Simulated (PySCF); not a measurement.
PySCF 2.14 output of an unrestricted wB97X calculation on a single atom or ion in x2c-TZVPPall, with the spin-free X2C one-electron Hamiltonian (Gaussian nucleus):

```
SCF conv_tol = 1e-09
number electrons alpha = 23  beta = 18
    J.-D. Chai and M. Head-Gordon.,  J. Chem. Phys. 128, 084106 (2008)
cycle= 1 E= -4047.95299157578  delta_E= -0.00788  |g|= 0.0375  |ddm|= 0.12
cycle= 2 E= -4047.9532498801  delta_E= -0.000258  |g|= 0.00854  |ddm|= 0.0319
cycle= 3 E= -4047.95327518892  delta_E= -2.53e-05  |g|= 0.0016  |ddm|= 0.0129
cycle= 4 E= -4047.95328204127  delta_E= -6.85e-06  |g|= 0.000456  |ddm|= 0.00989
cycle= 5 E= -4047.95328254959  delta_E= -5.08e-07  |g|= 0.000219  |ddm|= 0.00282
cycle= 6 E= -4047.95328260824  delta_E= -5.87e-08  |g|= 2.41e-05  |ddm|= 0.0011
cycle= 7 E= -4047.95328260916  delta_E= -9.2e-10  |g|= 2.71e-06  |ddm|= 0.000145
converged SCF energy = -4047.95328260916  <S^2> = 8.7506543  2S+1 = 6.0002181
```

The run itself started from symmetry-adapted Hartree-Fock orbitals and held the occupation by maximum overlap, on a logarithmic radial grid, so the iterations belong to that start.

Task: Which element, charge and spin multiplicity is this?

Result: Mo⁺ (molybdenum, charge +1), multiplicity 6; the state was [Kr] 4d4 5p1, one real determinant (an excited configuration).

⟨L²⟩ = 8.01 against 12 for a pure F term, so this real determinant mixes terms.
